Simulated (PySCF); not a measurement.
## Molecular orbitals of BeCl

PBE0 at R = 1.806 Å; Be cc-pVTZ, Cl cc-pV(T+d)Z; no relativity (PySCF 2.14). State: ²Σ⁺ (doublet), unpaired electrons σ ↑. Only the outer orbitals are listed, counted within each symmetry.

```
spin  orbital  occ.  ε (eV)  on Be (%)           main shells (%)
   α       5σ     1  -22.92         10                   89 Cl s
   α       6σ     1  -11.49         22          74 Cl p, 15 Be s
   α       2π     1   -9.67          8                   92 Cl p
   α       2π     1   -9.67          8                   92 Cl p
   α       7σ     1   -6.32         97          64 Be s, 32 Be p
   α       3π     0   -1.12         94                   94 Be p
   α       3π     0   -1.12         94                   94 Be p
   β       5σ     1  -22.86         10                   90 Cl s
   β       6σ     1  -11.34         22  74 Cl p, 13 Be s, 8 Be p
   β       2π     1   -9.66          7                   93 Cl p
   β       2π     1   -9.66          7                   93 Cl p
   β       7σ     0   -2.13        100          87 Be s, 12 Be p
   β       3π     0   -0.03         95                   96 Be p
   β       3π     0   -0.03         95                   96 Be p
```

Which are the highest filled and the lowest empty level, where do they sit, and how wide is the gap?

Highest filled α 7σ at -6.32 eV (in %: 64 Be s, 32 Be p); lowest empty β 7σ at -2.13 eV (in %: 87 Be s, 12 Be p); the gap at PBE0 is 4.19 eV.

```
bond order (Mayer)                               : 1.42
⟨S²⟩                                             : 0.751
charge on Be (Mulliken, basis-dependent)         : 0.07
charge on Be (Löwdin, basis-dependent)           : -0.51
dipole moment (positive dipole means Be(−)Cl(+)) : -0.84 D
polarisability along the bond                    : 37.8 bohr³
polarisability across the bond                   : 37.1 bohr³
```

The state is the lowest determinant that a PBE0 search found; another state may lie lower at other levels.
